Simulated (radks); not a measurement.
Species: Mg IX. Configuration: [He] 2s2. All-electron calculation, non-relativistic Kohn-Sham, LDA (Slater exchange, Perdew-Wang correlation), spin-unpolarised, spherical densities, point nucleus. Program: a radial shooting solver on a logarithmic mesh with Libxc functionals.

Unscreened Slater integrals over Kohn-Sham orbitals (cm^-1).

| integral | value |
|---|---|
| F0(2s,2s) | 345140 |
| F0(2s,1s) | 482990 |
| G0(2s,1s) | 45786 |
| F0(1s,1s) | 1581700 |
